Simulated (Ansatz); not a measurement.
Species: BrF3Si, SMILES `F[Si](F)(F)Br` (charge 0, multiplicity 1).

Problem. Give a relaxed geometry from PBE-D3(BJ)/def2-TZVP (Ansatz, a first-principles code).

Solution. the end point of this relaxation (outside a Z-matrix the atoms follow the SMILES, hydrogens last).
Z-matrix (Å, degrees):
```
Si
F 1 1.5868
F 1 1.5868 2 108.36
F 1 1.5868 2 108.36 3 117.38
Br 1 2.1800 2 110.56 4 121.31
```
